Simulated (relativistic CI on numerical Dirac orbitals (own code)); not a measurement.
## V⁴⁺ in a cubic cluster: 3p photoemission with charge transfer

Computed with a charge-transfer multiplet model of a cubic metal-ligand cluster with up to 2 ligand holes, Slater and spin-orbit integrals from Dirac-Coulomb-Breit ions, Slater integrals scaled by 0.7. The ground state mixes d1 with configurations of k ligand holes L, whose averages lie at kΔ + k(k − 1)U_dd/2; a core hole lowers each added d electron by U_cd. 20 K, Lorentzian 0.9 eV and Gaussian 0.8 eV FWHM.

Atomic integrals in eV (Slater integrals scaled, ζ unscaled), ground: F2dd 7.050, F4dd 4.418, zeta_d 0.029; with the core hole: F2dd 7.050, F4dd 4.418, zeta_d 0.033, zeta_core 0.604, F2cd 8.660, G1cd 10.612, G3cd 6.586. Where a configuration has fewer than two d electrons, the dd integrals are those of d2.

Cluster parameters (eV): U_dd = 5.1, U_cd = 6, 10Dq = 0.25, 10Dq(ligand) = 1.5, V(eg) = 2.45, V(t2g) = -1.34, final-state hopping factor = 1.

```csv
Case,n_d,d1,d2L,d3L2,S
Δ = -1.7 eV,2.10,0.16,0.57,0.26,0.50
Δ = 1.3 eV,1.85,0.30,0.54,0.15,0.50
Δ = 2.3 eV,1.76,0.36,0.52,0.12,0.50
```

Weights, n_d and S are thermal averages at 20 K. Binding energies count from the first peak over 30 % of the highest in each spectrum, which can be another peak from case to case. The parameters are a model scan and need not match a compound or its usual spin state. Peaks in eV (height, largest 100):
- Δ = -1.7 eV: 0.0 (100), 1.7 (84), 12.8 (19)
- Δ = 1.3 eV: 0.0 (100), 1.9 (84), 12.1 (24)
- Δ = 2.3 eV: 0.0 (100), 1.9 (85), 12.1 (26)

For the case Δ = 1.3 eV, Δ = 1.3 eV is smaller than U_dd = 5.1 eV, the charge-transfer side of the Zaanen-Sawatzky-Allen scheme. With the core hole the configuration with one ligand hole lies at Δ − U_cd = -7.7, -4.7, -3.7 eV from the one without, in the order of the table; where this is negative the screened configuration lies lower, though the effective hopping of about 5.4 eV (from the holes of the mixed ground state) mixes the two strongly wherever it is as large as the gap.

With at most 2 ligand holes the space is cut while the next configuration still counts, so covalency is underestimated, and a final configuration with one more ligand hole, which can lie low, is missing from the spectra.
